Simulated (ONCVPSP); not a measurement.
## Which change was made? (Ni, ONCV)

nickel (Ni), optimised norm-conserving Vanderbilt (ONCV), made with ONCVPSP 4.0.1 (PBE, scalar-relativistic). Core [Ne] 3s2, reference 3p6 3d8 4s1.5 (charge +0.5). Waves: 4s: rc 1.80 bohr, ncon 5, nbas 9, qcut 4.3 1/bohr, 2 projectors, debl 3.3 Ha; 3p: rc 0.95 bohr, ncon 4, nbas 8, qcut 16.1 1/bohr, 2 projectors, debl 2.5 Ha; 3d: rc 0.75 bohr, ncon 4, nbas 8, qcut 14.2 1/bohr, 3 projectors, debl 0.5 Ha. Local part: polynomial inside 0.55 bohr (lpopt 1, dvloc0 2 Ha). Core correction: none.

In the p channel the program set the typed energies aside and used -2.784, 0.250 Ha.

Cutoffs, loose and tight: the cutoffs (Ha) at which the residual kinetic energy of the hardest occupied pseudo-wave falls to 1 and 0.1 mHa per electron. They do not see the model core or the augmentation charge, which bear on the density cutoff. Test errors are all-electron minus pseudo excitation energies from the reference, over the configurations 3p6 3d8 4s2; 3p6 3d8 4s1; 3p6 3d8 4s0; 3p6 3d8 4s0 4p2; variants that change the core or the reference have their own tests.

The base gives: outcome: generated, projector energies reset by the program; cutoff, loose: 264 Ha; cutoff, tight: 422 Ha; bound ghosts: s, d; GHOST(+) flags above zero: s; largest test error (meV): -21.

(1) After one change the result is: outcome: generated, projector energies reset by the program; cutoff, loose: 424 Ha; cutoff, tight: 554 Ha; bound ghosts: s, d; GHOST(+) flags above zero: s, d; largest test error (meV): -20. Which change was it?
A. d: qcut 17.1
B. d: qcut 9.1
C. d: qcut 10.7
D. d: qcut 14.1

## Answers

(1) C. The others give: d: qcut 17.1 → outcome: failed: oncvpsp: lschvkbb ERROR 3 2 100 | d: qcut 14.1 → outcome: generated, projector energies reset by the program; cutoff, loose: 315 Ha; cutoff, tight: 424 Ha; bound ghosts: s, d; GHOST(+) flags above zero: s; largest test error (meV): -21 | d: qcut 9.1 → outcome: generated, projector energies reset by the program; cutoff, loose: 438 Ha; cutoff, tight: 585 Ha; bound ghosts: s; GHOST(+) flags above zero: s, d; largest test error (meV): -20.
